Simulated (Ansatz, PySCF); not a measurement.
Species: GeCl, net charge 0, doublet state. SMILES: [Cl][Ge]
Coordinates optimised at B3LYP-D3(BJ)/def2-TZVP (Ansatz, an electronic-structure program):
```xyz
2

Ge     0.0000     0.0000    -0.7621
Cl     0.0000     0.0000     1.4345
```
Charge 0, spin multiplicity 2.

Quantity: atomisation energy, in kcal/mol. Terms: atomisation electronic, to ground-state atoms; six Cartesian d functions in 6-31G* and its kin unless marked 5d; frozen cores in correlated levels (noble-gas shells and the d and f shells of earlier blocks); non-relativistic; LANL2DZ with its own core potentials from Na on; open shells spin-unrestricted; no spin-orbit coupling. First-principles rows: single points at B3LYP-D3(BJ) geometries (Ansatz).

```csv
level,program,atomisation energy (kcal/mol)
PBE/STO-3G,Ansatz,125.8
B3LYP/6-31G*,Ansatz,90.5
B3LYP/6-31G* with LANL2DZ past Ar,Ansatz,83.7
PBE0/6-31G*,Ansatz,91.8
M06-2X/6-31G* with LANL2DZ past Ar (5d),PySCF,85.4
MP2/3-21G,Ansatz,72.1
PBE0/def2-TZVPD,Ansatz,95.7
wB97X-V/def2-TZVPD,Ansatz,96.8
```

No value to compare with is used here. The 6 habitual levels span 72.1 (MP2/3-21G) to 125.8 kcal/mol (PBE/STO-3G); PBE0/def2-TZVPD gives 95.7.

The levels are drawn from those run, B3LYP/6-31G* more often than the rest, none by its result; runs whose electronic state is in doubt are left out.
